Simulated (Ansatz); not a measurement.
`B1C[SiH2]B[SiH2]1`, charge 0, multiplicity 1.

(1) Give a relaxed structure at PBE0-D4/def2-TZVP (Ansatz). (Best estimate.)

## Answers

(1) Computed: 
```xyz
13

B    -0.0750   -1.5401    0.0595
C     0.1844   -0.6473    1.3052
Si   -0.1834    1.1829    0.9442
B     0.4271    1.3504   -0.9779
Si    0.0268   -0.4850   -1.6693
H    -0.3913   -2.6917    0.1531
H     1.2935   -0.6332    1.3259
H    -0.1442   -1.0334    2.2719
H    -1.6536    1.4428    0.9967
H     0.4613    2.0722    1.9520
H     0.8708    2.3126   -1.5240
H    -1.4463   -0.2779   -1.9298
H     0.6298   -1.0522   -2.9075
```
This is one stationary point; other conformers may exist.
